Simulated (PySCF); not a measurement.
**Simulated absorption spectrum**

Compound: C₅H₁₀SSi.
SMILES with atom numbers: `[CH:1]#[C:2][Si:3]([CH3:4])([CH3:5])[S:6][CH3:7]` (hydrogens: H8 on C1; H9, H10, H11 on C4; H12, H13, H14 on C5; H15, H16, H17 on C7)

Geometry (GFN2-xTB, Å), atoms numbered from 1 in this order:
```xyz
17
C5H10SSi angstrom
C      0.2952    2.7646   -0.6538
C     -0.0792    1.6558   -0.3760
Si    -0.5586   -0.0737    0.1041
C     -0.3455   -1.1991   -1.4180
C     -2.3100   -0.1336    0.8233
S      0.8012   -0.6719    1.6920
C      2.3935   -0.3758    0.8643
H      0.6019    3.7390   -0.9072
H     -0.4987   -2.2440   -1.1607
H     -1.0593   -0.9389   -2.1936
H      0.6491   -1.1057   -1.8457
H     -2.5631   -1.1374    1.1508
H     -2.4066    0.5274    1.6784
H     -3.0389    0.1713    0.0798
H      3.1689   -0.5431    1.6046
H      2.5132   -1.0719    0.0400
H      2.4300    0.6491    0.5077
```

The calculation used TDDFT PBE0/def2-SVPD, vertical, gas phase, core orbitals frozen in the response (PySCF).

Each state is given a Gaussian of 0.4 eV full width at half maximum, with ε(max) = 2.175×10⁸ f / Δν̃ (Δν̃ the width in cm⁻¹). The width is an assumption, not a result. The curve ends short of the highest state used, and states not computed would add to its high-energy end.

| E (eV) | ε (L mol⁻¹ cm⁻¹) |
| --- | --- |
| 4.59 | 1 |
| 4.64 | 4 |
| 4.69 | 9 |
| 4.74 | 21 |
| 4.80 | 51 |
| 4.85 | 96 |
| 4.90 | 165 |
| 4.95 | 261 |
| 5.01 | 403 |
| 5.06 | 525 |
| 5.11 | 629 |
| 5.16 | 691 |
| 5.21 | 699 |
| 5.27 | 638 |
| 5.32 | 550 |
| 5.37 | 459 |
| 5.42 | 393 |
| 5.47 | 376 |
| 5.53 | 429 |
| 5.58 | 526 |
| 5.63 | 651 |
| 5.68 | 780 |
| 5.74 | 917 |
| 5.79 | 1015 |
| 5.84 | 1114 |
| 5.89 | 1242 |
| 5.94 | 1427 |
| 6.00 | 1739 |
| 6.05 | 2055 |
| 6.10 | 2381 |
| 6.15 | 2662 |
| 6.20 | 2849 |
| 6.26 | 2906 |
| 6.31 | 2806 |
| 6.36 | 2589 |
| 6.41 | 2282 |

(1) Where are the band maxima, and which computed states make them?

(2) Coming from long wavelengths, where does ε first pass 100 L mol⁻¹ cm⁻¹?

(3) On this curve, what absorbance would a 10⁻³ mol/L sample give at 222 nm over a 1 cm path?

Results:

(1) 239 nm (5.19 eV), ε about 700, made up of S1 (99%); 198 nm (6.25 eV), ε about 2900, made up of S5 (63%) and S6 (24%) (ε in L mol⁻¹ cm⁻¹; maxima over ε = 5, shares over 10%). The states used: S1 5.19 eV (f 0.010); S2 5.75 eV (f 0.011); S3 5.98 eV (f 0.0047); S4 6.11 eV (f 0.0030); S5 6.20 eV (f 0.028); S6 6.40 eV (f 0.015); S7 6.47 eV (f 0.0047); S8 7.01 eV (f 0.0059).

(2) At about 255 nm (4.85 eV), 0.33 eV below S1.

(3) 222 nm is 5.585 eV, where ε is about 540 L mol⁻¹ cm⁻¹, so A = ε c l ≈ 0.54 (Beer–Lambert, with the gas-phase spectrum and the assumed width).

One conformer stands for the species.
